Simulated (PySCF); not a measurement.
# VCl2: what the settings change

The complex VCl2 (charge 0) contains V(II), shell d3. The structure is a PBE0-D3(BJ)/def2-TZVP geometry optimised for multiplicity 4; coordination linear, point group D∞h, metal–donor distances 2.19 Å.

```
3

V     0.0000    0.0000    0.0000
Cl    0.0000    0.0000    2.1921
Cl    0.0000    0.0000   -2.1921
```

Method (PySCF 2.14, density fitting): CASSCF(3,5) with orbitals averaged over all microstates of the shell, strongly contracted NEVPT2 on the averaged canonical orbitals; basis x2c-TZVPall on the metal, x2c-SVPall elsewhere; spin-free X2C; gas phase; spin-orbit coupling by state interaction with the mean-field operator over all roots.

Base run: NEVPT2 ground state 4Σg-, next 4Πg at 2927, then 4Φg at 4454 cm⁻¹, B(CASSCF) 822, ζ 157 cm⁻¹, D 6.61 cm⁻¹, g 1.827 1.827 2.001, μeff(300 K) 3.81 μB.

(1) What happens with the basis x2c-TZVPall on all atoms?

No frequencies were computed for the optimised geometry. NEVPT2 lifts 4Δg from 3851 to 7249 cm⁻¹; on the d shell alone such lifts tend to overshoot.

Results:

(1) NEVPT2 ground state 4Σg-, next 4Πg at 2967, then 4Φg at 4451 cm⁻¹, B(CASSCF) 820, ζ 157 cm⁻¹, D 6.51 cm⁻¹, g 1.831 1.831 2.001, μeff(300 K) 3.82 μB. It took 5.8 s against 5 s on a shared host of the same kind.
